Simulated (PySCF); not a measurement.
Co: excitation energy

Co [Ar] 3d7 4s2 (4F) → Co [Ar] 3d7 4s1 5s1 (6F), as a difference of total energies. All numbers are calculated (PySCF 2.14, the spin-free X2C one-electron Hamiltonian (Gaussian nucleus), in aug-cc-pVDZ-DK (7s6p4d2f, 59 functions)). Correlated levels: valence: [Ar] frozen. The calculations carry no spin-orbit coupling.

| method | excitation energy (eV) |
| --- | --- |
| UHF | 4.332 |
| LDA | 5.825 |
| PBE | 5.517 |
| PBE0 | 5.329 |
| r2SCAN | 5.437 |
| B97-3 | 5.796 |
| BP86 | 5.637 |
| MN15 | 5.934 |
| B2PLYP | 5.649 |
| MP2 (valence) | 5.346 |
| SCS-MP2 (valence) | 5.536 |

Question: How much does correlation contribute at MP2 (valence)?

Answer: 5.346 − (4.332) = 1.014 eV, measured against UHF.

The promoted electron is Rydberg-like, and one or two diffuse shells describe it only roughly, which tends to raise the upper state.
